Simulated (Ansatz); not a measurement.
Ansatz (a quantum-chemistry and plane-wave program) input (B3LYP-D3(BJ)/def2-TZVP):

Ansatz 0.2 input:
```yaml
crystal:
  periodic: [false, false, false]
  atoms:
    - {symbol: Se, position_ang: [-0.00049539, 0.66307526, 0.02790930]}
    - {symbol: H, position_ang: [-1.06365444, -0.33754009, 0.00121257]}
    - {symbol: H, position_ang: [1.06308504, -0.33694309, -0.00436385]}
basis:
  gaussian:
    orbitals: def2-TZVP
hamiltonian:
  xc: b3lyp
  dispersion: d3bj
total_charge: 1
magnetization: {spin_polarized: true, initial_magnetization: 1}
relax: {f_tol: 0.002, max_steps: 150}
```

End of the output:

```
mean field -65373.37334005 eV, -2402.4271585830 hartree, gradient 6.7e-5 eV, S^2 0.753277; 0 other end points of the search recorded, 0 dependent functions left out
the calculation of the forces begins
reference -65373.37350676 eV, -2402.4271647095 hartree; 18, 17 occupied and 42, 43 virtual orbitals, 452 factors
relax step   4: F+E_penalty+E_count = -65373.41683441 eV  Δ(F+E_penalty+E_count) = -6.157e-5 eV  max|allowed force component| = 9.097e-4 eV/Å  Δτ_max = 0.0031 Å  (20 SCF iters, accepted)
integrals: 0.01 GiB planned
452 factors; integrals over basis functions are off by at most 2.7e-4 eV
mean field: 0.19 GiB planned
mean field -65373.37334005 eV, -2402.4271585830 hartree, gradient 6.7e-5 eV, S^2 0.753277; 1 other end points of the search recorded, 0 dependent functions left out
the calculation of the forces begins
reference -65373.37350676 eV, -2402.4271647095 hartree; 18, 17 occupied and 42, 43 virtual orbitals, 452 factors
Total energy: -65373.41700112 eV, -2402.4287630977 hartree
Atom 0 at    -0.000497     0.687704     0.028635 Å, force     0.000000    -0.000910    -0.000027 eV/Å
Atom 1 at    -1.067457    -0.349858     0.000860 Å, force     0.000194     0.000455     0.000013 eV/Å
Atom 2 at     1.066889    -0.349255    -0.004737 Å, force    -0.000195     0.000455     0.000014 eV/Å
Dipole moment:     0.000058    -0.280613    -0.008271 e Å
```
